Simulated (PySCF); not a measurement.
A geometry optimisation, step by step.

Compound: C4H6OSi.
Atom-mapped SMILES: `[O:1]=[CH:2][C:3]#[C:4][CH2:5][SiH3:6]` (hydrogens: H7 on C2; H8, H9 on C5; H10, H11, H12 on Si6)

Method: PBE0-D3(BJ)/def2-SVP geometry optimisation, gas phase (PySCF 2.14.0); density fitting, grid level 1; the optimiser is geomeTRIC in internal coordinates, started from a GFN2-xTB structure with every atom displaced at random (about 0.01 Å). The frame can shift and turn from step to step; on so coarse a grid that alone can change the energy by a few meV, and forces under 0.02 eV/Å are noise.

Step 0: E = -14150.0962 eV, largest atomic force 8.164 eV/Å
```
atom  x, y, z in Å  |  force x, y, z in eV/Å
O1      3.551   -0.186    1.410   -1.230   0.685  -1.541
C2      2.934    0.285    0.454    1.389  -0.428   1.235
C3      1.609   -0.068    0.039    6.721   1.716   2.466
C4      0.550   -0.393   -0.293   -7.534  -2.035  -2.399
C5     -0.818   -0.743   -0.686    0.996   1.056   1.636
Si6    -2.091    0.414    0.202    0.714  -0.865  -0.270
H7      3.409    1.054   -0.203    0.062   0.012   0.088
H8     -0.999   -1.770   -0.413   -0.336  -0.793   0.160
H9     -0.924   -0.631   -1.738   -0.259   0.094  -1.425
H10    -3.413   -0.030   -0.237   -0.604  -0.063  -0.143
H11    -1.951    0.252    1.658    0.021  -0.002   0.352
H12    -1.819    1.788   -0.201    0.061   0.622  -0.159
```

Step 1: E = -14150.3950 eV, largest atomic force 0.982 eV/Å
```
atom  x, y, z in Å  |  force x, y, z in eV/Å
O1      3.358   -0.281    1.507    0.409   0.259  -0.054
C2      2.965    0.280    0.511   -0.223  -0.338   0.297
C3      1.654   -0.008   -0.008   -0.857  -0.162  -0.451
C4      0.535   -0.350   -0.370    0.646   0.236   0.263
C5     -0.814   -0.732   -0.715    0.123   0.176  -0.058
Si6    -2.078    0.406    0.169    0.138  -0.213  -0.071
H7      3.578    1.028   -0.046    0.014  -0.018   0.034
H8     -0.996   -1.777   -0.414   -0.079   0.015  -0.043
H9     -0.966   -0.647   -1.807   -0.088  -0.062   0.085
H10    -3.446   -0.039   -0.213   -0.092   0.003  -0.032
H11    -1.903    0.286    1.641    0.013   0.002   0.060
H12    -1.848    1.807   -0.264   -0.004   0.102  -0.030
```

Step 2: E = -14150.2776 eV, largest atomic force 1.866 eV/Å
```
atom  x, y, z in Å  |  force x, y, z in eV/Å
O1      3.616   -0.156    1.495   -1.147  -0.731   0.163
C2      2.958    0.232    0.558    1.077   1.253  -0.866
C3      1.637   -0.061    0.047    0.037  -0.862   1.089
C4      0.523   -0.382   -0.331    0.036   0.062  -0.036
C5     -0.823   -0.729   -0.717    0.132   0.111  -0.058
Si6    -2.087    0.405    0.157   -0.016  -0.014   0.009
H7      3.452    0.996   -0.086   -0.077   0.190  -0.295
H8     -1.044   -1.775   -0.445   -0.015  -0.002  -0.008
H9     -0.961   -0.624   -1.807   -0.028  -0.020   0.009
H10    -3.458   -0.003   -0.271    0.008   0.006  -0.007
H11    -1.949    0.251    1.632    0.002   0.003  -0.002
H12    -1.825    1.818   -0.240   -0.010   0.002   0.003
```

Step 3: E = -14150.4076 eV, largest atomic force 0.624 eV/Å
```
atom  x, y, z in Å  |  force x, y, z in eV/Å
O1      3.489   -0.223    1.508   -0.477  -0.161  -0.128
C2      2.960    0.257    0.533    0.473   0.376  -0.153
C3      1.643   -0.036    0.019   -0.176  -0.442   0.402
C4      0.528   -0.367   -0.350    0.159   0.088   0.063
C5     -0.819   -0.730   -0.717    0.141   0.150  -0.040
Si6    -2.082    0.406    0.162    0.056  -0.114  -0.031
H7      3.515    1.014   -0.070   -0.019   0.081  -0.115
H8     -1.020   -1.776   -0.429   -0.051   0.007  -0.034
H9     -0.961   -0.634   -1.807   -0.069  -0.048   0.038
H10    -3.453   -0.020   -0.242   -0.039   0.009  -0.020
H11    -1.926    0.268    1.636    0.009   0.004   0.029
H12    -1.835    1.813   -0.252   -0.006   0.049  -0.012
```

Step 4: E = -14150.4311 eV, largest atomic force 0.206 eV/Å
```
atom  x, y, z in Å  |  force x, y, z in eV/Å
O1      3.477   -0.226    1.494   -0.052   0.000  -0.045
C2      2.969    0.269    0.518    0.059   0.068  -0.034
C3      1.645   -0.051    0.039    0.028  -0.131   0.157
C4      0.531   -0.379   -0.327   -0.039   0.033  -0.065
C5     -0.815   -0.730   -0.709    0.077   0.050   0.016
Si6    -2.080    0.403    0.162   -0.010  -0.014   0.005
H7      3.515    1.030   -0.093   -0.020   0.006  -0.019
H8     -1.034   -1.775   -0.431   -0.028  -0.009  -0.012
H9     -0.957   -0.632   -1.799   -0.010  -0.015  -0.004
H10    -3.451   -0.010   -0.261    0.010   0.012  -0.001
H11    -1.938    0.257    1.639   -0.002   0.006  -0.006
H12    -1.824    1.816   -0.242   -0.013  -0.005   0.008
```

Step 5: E = -14150.4354 eV, largest atomic force 0.125 eV/Å
```
atom  x, y, z in Å  |  force x, y, z in eV/Å
O1      3.508   -0.211    1.475    0.044   0.004   0.019
C2      2.976    0.273    0.507   -0.045   0.004  -0.042
C3      1.646   -0.073    0.062    0.078  -0.040   0.088
C4      0.532   -0.395   -0.305   -0.069   0.027  -0.090
C5     -0.813   -0.731   -0.701    0.007  -0.004   0.032
Si6    -2.081    0.403    0.164   -0.013   0.013   0.002
H7      3.494    1.037   -0.123   -0.008   0.002   0.001
H8     -1.049   -1.775   -0.435   -0.007  -0.004  -0.001
H9     -0.946   -0.626   -1.791    0.006   0.003  -0.012
H10    -3.450    0.004   -0.281    0.010   0.001   0.001
H11    -1.960    0.246    1.641    0.000   0.001  -0.004
H12    -1.816    1.819   -0.223   -0.003  -0.007   0.006
```

Step 6: E = -14150.4374 eV, largest atomic force 0.078 eV/Å
```
atom  x, y, z in Å  |  force x, y, z in eV/Å
O1      3.543   -0.200    1.456    0.037   0.000   0.013
C2      2.980    0.269    0.498   -0.042  -0.001  -0.016
C3      1.647   -0.095    0.081    0.043  -0.020   0.039
C4      0.531   -0.408   -0.290   -0.028   0.032  -0.065
C5     -0.814   -0.730   -0.694   -0.026  -0.026   0.021
Si6    -2.082    0.406    0.167   -0.006   0.017  -0.001
H7      3.470    1.039   -0.148    0.002  -0.004   0.007
H8     -1.063   -1.773   -0.438    0.006   0.002   0.004
H9     -0.939   -0.617   -1.785    0.007   0.008  -0.006
H10    -3.448    0.018   -0.295    0.003  -0.004   0.002
H11    -1.977    0.239    1.644    0.001  -0.002   0.000
H12    -1.809    1.824   -0.206    0.003  -0.003   0.003
```

Step 7: E = -14150.4380 eV, largest atomic force 0.044 eV/Å
```
atom  x, y, z in Å  |  force x, y, z in eV/Å
O1      3.557   -0.202    1.448    0.009  -0.001   0.004
C2      2.982    0.263    0.496   -0.007  -0.005  -0.010
C3      1.648   -0.106    0.087    0.001  -0.019   0.018
C4      0.531   -0.411   -0.288    0.005   0.032  -0.031
C5     -0.816   -0.727   -0.693   -0.018  -0.020   0.007
Si6    -2.083    0.410    0.169    0.000   0.008  -0.001
H7      3.462    1.035   -0.155    0.000   0.001   0.006
H8     -1.069   -1.771   -0.439    0.005   0.003   0.003
H9     -0.939   -0.612   -1.783    0.002   0.005   0.000
H10    -3.448    0.025   -0.296   -0.001  -0.002   0.002
H11    -1.980    0.239    1.646    0.000  -0.001   0.001
H12    -1.805    1.828   -0.201    0.003   0.000   0.001
```

Step 8: E = -14150.4382 eV, largest atomic force 0.026 eV/Å
```
atom  x, y, z in Å  |  force x, y, z in eV/Å
O1      3.564   -0.212    1.443   -0.008  -0.008  -0.007
C2      2.983    0.254    0.494    0.008   0.010   0.009
C3      1.648   -0.114    0.088   -0.019  -0.017  -0.002
C4      0.529   -0.411   -0.291    0.017   0.018  -0.002
C5     -0.819   -0.724   -0.693   -0.002  -0.005  -0.003
Si6    -2.082    0.416    0.172    0.003  -0.002   0.000
H7      3.458    1.029   -0.156    0.002  -0.001  -0.001
H8     -1.072   -1.768   -0.439    0.002   0.002   0.001
H9     -0.943   -0.607   -1.783   -0.002   0.001   0.003
H10    -3.448    0.031   -0.291   -0.002   0.002   0.002
H11    -1.976    0.244    1.648    0.000   0.000   0.001
H12    -1.802    1.833   -0.199    0.002   0.002   0.000
```

Question: Summarise the path.

Answer: The energy falls by 33.01 kJ/mol from step 0 to step 8; nine tenths of that is first reached at step 3. It rises by more than 0.2 meV at step 2. The largest force goes from 8.164 to 0.026 eV/Å. Among the bonds C3≡C4 changes most, from 1.157 to 1.218 Å; the atoms move by 0.040 Å rms after alignment.

What follows is the cost of the whole optimisation. The run took 64 s on one thread of an Arm Neoverse N1 (shared host), and the process peaked at 0.50 GiB of memory.
